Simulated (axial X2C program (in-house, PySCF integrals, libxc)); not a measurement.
**Levels of GaH⁺ by electron attachment to GaH²⁺ (EOM-EA-CCSD)**

Calculated with an axial X2C code built on PySCF integrals: two-component X2C with atomic mean-field Coulomb and Gaunt terms, Gaussian nuclei, basis Ga dyall-acv3z, H dyall-av3z with contracted cores.

R = 1.540 Å (0.920 times 1.674 Å, the PBE0 minimum at charge 1 for the lowest determinant).

Levels of GaH⁺ obtained by attaching an electron to GaH²⁺:

```
  Ω  binding energy (eV)  above lowest (cm⁻¹)                 attached spinor  one-particle weight
1/2               17.314                    0  46% Ga pσ, 27% Ga sσ, 18% H sσ                 0.97
1/2               13.500                30763             80% Ga pπ, 14% H pπ                 0.96
3/2               13.404                31534             80% Ga pπ, 14% H pπ                 0.96
```

(1) Take the first Ω = 1/2 and Ω = 3/2 rows of π character: how far apart are they, and which lies lower?

This point took 16 s on 1 thread of Intel(R) Xeon(R) Processor @ 2.30GHz, with other jobs on the host.

Reference electrons by ω block (each with its −ω partner): 1/2: 10, 3/2: 4, 5/2: 1. 12 electrons of GaH²⁺ correlated (inner shells frozen), 92 natural virtual spinors (a truncated set); levels can be off by some tenths of an eV. Roots sought by Ω: (1/2: 5, 3/2: 4, 5/2: 2, 7/2: 1); rows need 60 % one-particle weight and stop where some Ω has no more roots. Missing are any skipped roots, higher Ω and states of a further excitation; these come out far too high here and may in truth be low or lowest. T1 of the reference 0.019 (Lee–Taylor). The reference was not checked to be the lowest state of its species. Number of frozen shells: Ga 3 s, 2 p; H none.

Results:

(1) E(3/2) − E(1/2) = 31534 − 30763 = 771 cm⁻¹ at EOM-EA-CCSD: regular, Ω = 1/2 lower. Splittings at this level can be off by ten to twenty per cent.
